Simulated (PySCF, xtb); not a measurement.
C4H3BrClF, SMILES C=C(F)/C(Br)=C/Cl.

GFN2-xTB run with xtb at its own geometry gives an orbital gap of 3.11 eV and a dipole moment of 1.60 D.

The structure is a stationary point at B3LYP-D3(BJ)/def2-SVP. The structure was generated by enumeration; whether it is a known compound was not checked. Other conformers were not sampled.

Question: What does CAM-B3LYP/def2-TZVP in PySCF give? (An estimate is asked for; the answer gives what the named calculation found.)

Answer: gap 7.77 eV (levels -8.36 and -0.59 eV), dipole 0.84 D.
